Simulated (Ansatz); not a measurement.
`C#CCCCCCCCCCC` with charge +1. The state is a doublet with charge 1. Geometry r2SCAN-D4/def2-SVP; atoms count from 1.

```xyz
34

C     4.719   -2.821   -1.619
C     4.182   -1.731   -1.412
C     3.569   -0.471   -1.119
C     3.614   -0.166    0.421
C     2.973    1.185    0.726
C     1.508    1.374    0.335
C     0.551    0.334    0.924
C    -0.897    0.646    0.574
C    -1.887   -0.434    1.042
C    -3.330   -0.098    0.733
C    -3.737   -0.199   -0.740
C    -5.170    0.177   -1.039
H     5.189   -3.771   -1.817
H     2.508   -0.501   -1.432
H     4.071    0.340   -1.674
H     4.671   -0.164    0.731
H     3.117   -0.982    0.969
H     3.577    1.982    0.259
H     3.052    1.312    1.824
H     1.419    1.406   -0.771
H     1.183    2.378    0.663
H     0.674    0.302    2.022
H     0.807   -0.677    0.556
H    -1.179    1.629    0.994
H    -1.015    0.747   -0.527
H    -1.623   -1.417    0.611
H    -1.752   -0.537    2.138
H    -3.598    0.892    1.142
H    -3.975   -0.831    1.272
H    -3.055    0.501   -1.284
H    -3.496   -1.200   -1.142
H    -5.876   -0.543   -0.586
H    -5.421    1.178   -0.655
H    -5.372    0.160   -2.123
```

Problem. Estimate the Mulliken populations of the heavy atoms from the PBE0/def2-SVP orbitals of Ansatz.

Solution. 
| atom | charge (e) | spin (α − β) |
| --- | --- | --- |
| C1 | -0.23 | 0.35 |
| C2 | 0.32 | 0.13 |
| C3 | -0.02 | 0.04 |
| C4 | -0.13 | 0.06 |
| C5 | -0.02 | 0.03 |
| C6 | -0.10 | 0.02 |
| C7 | -0.07 | 0.01 |
| C8 | -0.10 | 0.05 |
| C9 | -0.05 | 0.03 |
| C10 | -0.07 | 0.04 |
| C11 | -0.15 | 0.04 |
| C12 | -0.07 | 0.01 |
Mulliken values depend strongly on the basis.

Problem. Where does the spin sit?

Solution. Summed by element: C 0.80, H 0.20, of 1 unpaired in all. Largest on single atoms: C1 0.35, C2 0.13, C4 0.06.

Problem. And the Mayer bond orders between heavy atoms (over 0.3)?

Solution. C1–C2 2.23 (1.23 Å); C2–C3 1.11 (1.43 Å); C3–C4 0.96 (1.57 Å); C4–C5 1.07 (1.53 Å); C5–C6 1.07 (1.53 Å); C6–C7 1.04 (1.53 Å); C7–C8 1.07 (1.52 Å); C8–C9 1.03 (1.54 Å); C9–C10 1.10 (1.51 Å); C10–C11 1.03 (1.53 Å); C11–C12 1.10 (1.51 Å).
